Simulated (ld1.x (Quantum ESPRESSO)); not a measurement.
What the settings do to the PAW potential of osmium (Os)

Base potential:

* Element: osmium (Os)
* Generator: ld1.x (Quantum ESPRESSO) 7.5
* Type: PAW
* Functional: PBE
* Relativity: scalar-relativistic
* Frozen core: [Xe] 4f14
* Valence charge: 8
* Reference configuration: 5d6 6s2 6p0
* Partial waves: 6s (bound): rcut 2.25, rcutus 3.05 bohr; 6s channel at 0.05 Ry: rcut 2.25, rcutus 3.05 bohr; 6p (bound, empty): rcut 2.85, rcutus 3.35 bohr; 6p channel at 0.8 Ry: rcut 2.85, rcutus 3.35 bohr; 5d (bound): rcut 2.20, rcutus 2.75 bohr; 5d channel at 0.35 Ry: rcut 2.20, rcutus 2.75 bohr
* Local potential: all-electron potential smoothed inside 2.20 bohr (lloc = -1)
* Core correction: Bessel-smoothed model core inside 1.90 bohr
* Augmentation charge: BG, radius 1.60 bohr

All-electron outer shells of the reference configuration (PBE, scalar-relativistic, ld1.x):

| shell | level (eV) | outermost node (bohr) | outermost maximum (bohr) |
| --- | --- | --- | --- |
| 4f | -51.98 | – | 0.40 |
| 5p | -50.84 | 0.55 | 1.03 |
| 5d | -6.25 | 0.60 | 1.36 |
| 6s | -6.15 | 1.20 | 2.48 |
| 6p | -1.27 | 1.44 | 3.56 |

Cutoffs, loose and tight: the cutoffs (Ry, on a coarse ladder) from which the occupation-weighted sum of valence levels, in a spherical-Bessel basis at the reference potential, stays within 10 and 1 mRy of its value at 400 Ry. They do not see the model core or the augmentation charge, which bear on the density cutoff. Test errors are all-electron minus pseudo excitation energies from the reference, over the configurations 5d6 6s1 6p0; 5d6 6s0 6p0; 5d5 6s0 6p0; 5d6 6s0 6p2; 5d5 6s2 6p1; 5d6.5 6s1.5 6p0; 5d5 6s2 6p0. A dash means not determined; rows that change the core or the reference have their own tests. The largest error is taken over the tests solved by every variant that gives reliable tests at all: 5d6 6s0 6p0; 5d6 6s0 6p2; 5d6 6s1 6p0.

| change | outcome | cutoff, loose | cutoff, tight | bound ghosts | largest test error (meV) |
| --- | --- | --- | --- | --- | --- |
| base | generated | 12 Ry | 21 Ry | none | +178 |
| type TM; waves now 6p (bound): rc 3.35 bohr; 5d (bound): rc 2.75 bohr; 6s (bound): rc 3.05 bohr; local potential the s channel | generated | 30 Ry | 35 Ry | none | -54 |
| functional PBEsol | generated | 12 Ry | 21 Ry | none | +182 |
| core correction Bessel-smoothed model core inside 3.30 bohr | generated | 12 Ry | 21 Ry | none | +174 |
| waves 6p (bound): rcut 2.85, rcutus 4.06 bohr; 6p channel at 0.8 Ry: rcut 2.85, rcutus 4.06 bohr | generated | 12 Ry | 21 Ry | none | +178 |
| wave 5d channel at 0.35 Ry: rcut 2.20, rcutus 2.75 bohr becomes 5d channel at -0.01 Ry: rcut 2.20, rcutus 2.75 bohr | generated | 12 Ry | 21 Ry | none | +188 |

(1) What comes out with this change to the base: waves 5d (bound): rcut 2.20, rcutus 3.48 bohr; 5d channel at 0.35 Ry: rcut 2.20, rcutus 3.48 bohr?

Answers

(1) outcome: generated; cutoff, loose: 8 Ry; cutoff, tight: 12 Ry; bound ghosts: none; largest test error (meV): +215.
